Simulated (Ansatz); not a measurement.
`BN(C=C)[SiH2]C` → `BNC=C` + `C[SiH]` at 600 K and 1 bar (silylene formation by 1,1-elimination).

Calculated with Ansatz (gas phase, PBE0-D4/def2-TZVP geometries, no zero-point term in ΔE). CBS: MP2 limit from def2 TZ/QZ plus the TZ coupled-cluster correction, frozen cores. This one scheme is used for every species. One conformer a species, not always the lowest.

```csv
species,CCSD(T)/CBS energy (Eh),H − E (kJ/mol),S (J/(mol·K))
`BN(C=C)[SiH2]C`,-488.79025,411.5,496.7
`BNC=C`,-159.21916,262.3,357.3
`C[SiH]`,-329.46712,143.5,309.3
```

H − E and S are ideal-gas, rigid-rotor, harmonic terms from PBE0-D4/def2-TZVP, for one conformer and one mirror image of each species. 1 Eh = 2625.50 kJ/mol, R = 8.31446 J/(mol·K).

Task: By hand: ΔE, ΔH, ΔS and ΔG.

Result: ΔE = (-159.21916) + (-329.46712) − (-488.79025) = 0.10397 Eh = 273.0 kJ/mol. Δ(H − E) = 262.3 + 143.5 − 411.5 = -5.7, so ΔH = 267.3 kJ/mol. ΔS = 357.3 + 309.3 − 496.7 = 169.9 J/(mol·K). ΔG = 267.3 − 600 × (169.9)/1000 = 165.4 kJ/mol.

Task: By hand: the equilibrium constant, and the temperature at which ΔG would vanish if ΔH and ΔS stayed fixed.

Result: log₁₀ K = −ΔG/(RT ln 10) = -14.4. ΔG = 0 at ΔH/ΔS = 1573 K.

The number of gas molecules changes by +1, which sets the sign of ΔS. A doubt of 5 kJ/mol in ΔE shifts log₁₀ K by 0.4 here. Other conformers and mirror images would add mixing entropy, several J/(mol·K) or more a flexible species. These are equilibria of isolated gas molecules and say nothing of rates. Largest T1 diagnostic: 0.013 (customary marks: 0.02 for closed shells, 0.045 for open ones).
